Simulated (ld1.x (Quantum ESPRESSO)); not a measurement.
## Kr (Z = 36): variants of one TM potential

Base potential:

| Quantity | Value |
| --- | --- |
| Element | Kr (Z = 36) |
| Generator | ld1.x (Quantum ESPRESSO) 7.5 |
| Type | norm-conserving Troullier–Martins (Kleinman–Bylander form) |
| Functional | PBE |
| Relativity | scalar-relativistic |
| Frozen core | [Ar] 3d10 |
| Valence charge | 8 |
| Reference configuration | 4s2 4p6 |
| Partial waves | 4s (bound): rc 1.05 bohr; 4p (bound): rc 1.50 bohr; 4d channel at -0.2 Ry: rc 1.20 bohr |
| Local potential | all-electron potential smoothed inside 1.30 bohr (lloc = -2) |
| Core correction | a·sin(br)/r model core inside 0.55 bohr |

All-electron outer shells of the reference configuration (PBE, scalar-relativistic, ld1.x):

```csv
shell,level (eV),outermost node (bohr),outermost maximum (bohr)
3p,-195.19,0.20,0.46
3d,-81.40,–,0.41
4s,-23.05,0.64,1.34
4p,-9.25,0.67,1.55
```

Cutoffs, loose and tight: the cutoffs (Ry, on a coarse ladder) from which the occupation-weighted sum of valence levels, in a spherical-Bessel basis at the reference potential, stays within 10 and 1 mRy of its value at 400 Ry. They do not see the model core or the augmentation charge, which bear on the density cutoff. Test errors are all-electron minus pseudo excitation energies from the reference, over the configurations 4s2 4p5; 4s2 4p4; 4s2 4p3; 4s2 4p2; 4s1 4p6; 4s2 4p5.5. A dash means not determined; rows that change the core or the reference have their own tests. The largest error is taken over the tests solved by every variant that gives reliable tests at all: 4s1 4p6; 4s2 4p3; 4s2 4p4; 4s2 4p5; 4s2 4p5.5.

A true bound ghost makes a file unfit for plane-wave use even where its test errors are small: the radial tests pick states by their node count and pass the ghost by. Where a test does run into it, the solver fails or the error is huge.

```csv
change,outcome,"cutoff, loose","cutoff, tight",bound ghosts,largest test error (meV)
base,generated,120 Ry,230 Ry,d,+29
wave 4d channel at -0.2 Ry: rc 1.20 bohr becomes 4d channel at -0.2 Ry: rc 1.46 bohr,generated,120 Ry,230 Ry,none,+29
local potential the d channel,generated,90 Ry,230 Ry,p,+44
local potential all-electron potential smoothed inside 1.40 bohr (lloc = -2),generated,120 Ry,230 Ry,d,+24
functional PW91,generated,120 Ry,230 Ry,d,+30
wave 4p (bound): rc 1.50 bohr becomes 4p (bound): rc 1.64 bohr,generated,120 Ry,230 Ry,d,+29
wave 4s (bound): rc 1.05 bohr becomes 4s (bound): rc 0.70 bohr,failed: run_pseudo: Errors in PS-KS equation,–,–,–,–
```

Task: What comes out with this change to the base: all radii but the core radius scaled by about 1.31 (s 1.38, p 1.96, d 1.58 bohr); local potential all-electron potential smoothed inside 1.70 bohr (lloc = -2)?

Result: outcome: generated; cutoff, loose: 50 Ry; cutoff, tight: 70 Ry; bound ghosts: none; largest test error (meV): -22.
